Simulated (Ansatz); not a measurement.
**Redistribution: C2H3ClF2 + C2H4ClI → C2H3F2I + C2H4Cl2**

Species: C2H3ClF2 `FCC(F)Cl`, singlet; C2H4ClI `CC(Cl)I`, singlet; C2H3F2I `FCC(F)I`, singlet; C2H4Cl2 (1,1-dichloroethane) `CC(Cl)Cl`, singlet. The partners trade Cl for I; both sit on C, so the bond types are kept.

Shapes, held fixed at every level: PBE0-D4/def2-TZVP. Flexible molecules stand in one conformer, not always the lowest. Programs: Ansatz 0.2.0. The zero-point and thermal change to 298 K, harmonic and unscaled (PBE0-D4/def2-TZVP), is -0.2 kJ/mol.

```
                level                    kind  ΔH(298 K) (kJ/mol)  less CCSD(T)/def2-TZVPP  CPU time (sum over the molecules)
          HF/def2-SVP            Hartree–Fock               +11.2                     +5.6                                  –
    PBE-D4/def2-TZVPP                     GGA                +2.1                     -3.5                               27 s
 r2SCAN-D4/def2-TZVPP                meta-GGA                +2.6                     -3.0                               53 s
   PBE0-D4/def2-TZVPP           global hybrid                +3.9                     -1.7                               31 s
r2SCAN0-D4/def2-TZVPP           global hybrid                +4.1                     -1.5                               54 s
   wB97M-V/def2-TZVPP  range-separated hybrid                +4.0                     -1.6                            1.9 min
      CCSD/def2-TZVPP   coupled cluster or CI                +5.8                     +0.2                                  –
   CCSD(T)/def2-TZVPP   coupled cluster or CI                +5.6                      0.0                             22 min
```

The highest level, CCSD(T)/def2-TZVPP, gives ΔH(298 K) = +5.6 kJ/mol; the levels span +2.1 to +11.2. The column of differences is taken from that level and isn't an error. No measured value is set beside it here. For atoms past krypton def2 sets carry core potentials with scalar relativity. Outer-core shells of I are correlated, in sets that cover them unevenly. Times are processor times on shared x86 and Arm servers, and rough.
